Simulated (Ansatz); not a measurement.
A made-up structure of AlSiH4Se (charge +1), closed shell:

Al1  (-1.609, 0.485, 0.036)
Si2  (0.932, 0.446, 0.278)
Se3  (2.148, -1.270, -0.304)
H4  (-2.062, -0.883, -0.578)
H5  (3.384, -2.127, -0.168)
H6  (1.882, 1.463, 0.793)
H7  (0.982, -2.057, -0.747)
(Å)

It is relaxed with PBE-D4/def2-SVP and then PBE0-D4/def2-TZVP (Ansatz 0.2.0). Atoms count as bonded within 1.22 times the sum of their covalent radii (H–H: 0.88 Å). The end point is not checked to be a true minimum.

Does its bonding change? (Judge from chemistry; the calculation decides.)

Computed: No: no bond forms or breaks.

Where it ends: The first stage lowers the energy by 2.29 eV in 22 steps. It ends as AlSiH₄Se ([AlH][SiH][SeH2]), total charge +1:
```xyz
7
angstrom
Al -0.9555 -0.0521 0.1063
Si 1.1390 0.8027 -0.7780
Se 2.4631 -1.2409 -0.1742
H -2.3921 -0.5005 0.5903
H 1.6367 -2.3225 0.3960
H 1.3175 1.2459 0.6736
H 2.4477 -1.8752 -1.5033
```

Labels in which every atom is bracketed show which atoms are joined, not bond orders.

For scale, one of the runs: PBE0-D4/def2-TZVP relaxation, 146 basis functions, launched by `ansatz run in.yaml --threads 2 --pin off --events-out ev --progress --plain --max-ram 4352MiB`. The run took about 71 s on 2 CPU threads of an Arm Neoverse V1 (shared host).
